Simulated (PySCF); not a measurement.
Computed IR spectrum (relative IR intensity) of a molecule C2H4F2Si. The structure is a stationary point at B3LYP-D3(BJ)/def2-SVP. The values are those of a single conformer. All values below come from B3LYP-D3(BJ)/def2-SVP in PySCF. Frequencies are harmonic and unscaled.

Lines under 2 % of the strongest are left out, and lines within 2 cm⁻¹ are merged.

| ν (cm⁻¹) | relative intensity |
|---|---|
| 396 | 7.8 |
| 655 | 2.8 |
| 683 | 33 |
| 858 | 9.2 |
| 912 | 15 |
| 928 | 100 |
| 942 | 11 |
| 979 | 51 |
| 1233 | 26 |
| 1371 | 2.4 |
| 1702 | 11 |
| 2260 | 32 |
| 2263 | 45 |

**Question.** Pick the molecule that these values belong to.
A) FC(F)=C[SiH3]
B) F/C=C(/F)[SiH3]
C) C=C[SiH](F)F
D) C=C(F)[SiH2]F

**Answer.** D, C=C(F)[SiH2]F
